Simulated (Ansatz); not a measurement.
A nudged elastic band was laid between two geometries of C3H9NSi (14 atoms, charge 0, multiplicity 1).

Level of theory: RKS PBE0-D4/def2-SVP (Ansatz 0.2.0).

- movable images: 9
- climbing image: yes
- spring: 5.0 eV/Å²
- optimiser: quadratic models (default)
- start path: through a guess of the saddle point
- force threshold: 0.05 eV/Å
- iteration limit: 57
- end points: relaxed

Initial state:

```xyz
14
Properties=species:S:1:pos:R:3
C -1.642 0.792 0.789
C -0.342 0.990 0.023
C 0.176 -0.303 -0.566
N 0.677 -1.294 0.414
Si 1.947 -0.832 -0.685
H -2.442 0.414 0.131
H -1.496 0.058 1.597
H -1.997 1.731 1.242
H 0.421 1.414 0.697
H -0.479 1.721 -0.792
H -0.480 -0.708 -1.357
H 0.218 -2.199 0.450
H 3.091 -0.081 -0.109
H 2.336 -1.733 -1.804
```

Final state:

```xyz
14
Properties=species:S:1:pos:R:3
C -1.444 0.670 0.776
C -0.190 0.902 -0.060
C 0.262 -0.293 -0.861
N 0.823 -1.409 -0.051
Si 2.047 -0.710 -1.471
H -2.303 0.401 0.141
H -1.304 -0.150 1.501
H -1.721 1.567 1.350
H 0.646 1.235 0.581
H -0.360 1.732 -0.766
H -0.537 -0.686 -1.507
H 0.360 -2.312 -0.118
H 2.685 0.199 -0.405
H 1.024 -1.177 0.919
```

Q: Which bonds break or form, and what moves?

A: Bonds broken: Si5–H14. Bonds formed: N4–H14.

Q: What energy profile does the band end with?

A: It converged. The highest image is number 5 of 0 to 10, 42.6 kcal/mol above the first end and 38.0 kcal/mol above the last; the last end lies 4.6 kcal/mol above the first. A vibrational analysis at the climbing image gives one clearly imaginary mode, 1125i cm⁻¹: a first-order saddle point. The orbitals stay closed-shell, which can raise the energy where a bond breaks towards radicals; this wasn't checked here.

```tsv
image	path coordinate (Å)	energy (kcal/mol)	Si5–H14 (Å)	N4–H14 (Å)
0	0.00	0.0	1.49	2.80
1	0.48	0.9	1.48	2.77
2	0.96	5.0	1.48	2.65
3	1.44	16.7	1.46	2.35
4	1.92	31.7	1.49	1.99
5	2.41	42.6	1.59	1.48
6	2.86	28.8	1.89	1.09
7	3.31	19.8	2.13	1.03
8	3.76	10.6	2.38	1.01
9	4.21	5.4	2.58	1.02
10	4.66	4.6	2.64	1.02
```

Q: What is the geometry of the highest image?

A: 
```xyz
14
Properties=species:S:1:pos:R:3
C -1.542 0.780 0.805
C -0.239 0.900 0.026
C 0.145 -0.402 -0.647
N 0.664 -1.387 0.206
Si 2.009 -0.539 -1.265
H -2.379 0.487 0.151
H -1.449 0.019 1.595
H -1.811 1.734 1.283
H 0.577 1.202 0.701
H -0.324 1.689 -0.741
H -0.573 -0.737 -1.411
H 0.333 -2.309 -0.093
H 2.627 0.379 -0.216
H 1.949 -1.845 -0.365
```

Q: What are the harmonic wavenumbers there?

A: 1125i, 99, 201, 240, 329, 365, 458, 535, 642, 728, 784, 821, 905, 972, 1032, 1063, 1100, 1183, 1226, 1282, 1322, 1346, 1390, 1442, 1449, 1466, 1478, 1997, 2078, 3051, 3069, 3101, 3124, 3145, 3156, 3507 cm⁻¹.

Run time: 3 min on 2 threads of Intel(R) Xeon(R) 6975P-C (Granite Rapids), with other jobs on the host, peak memory 0.31 GiB.
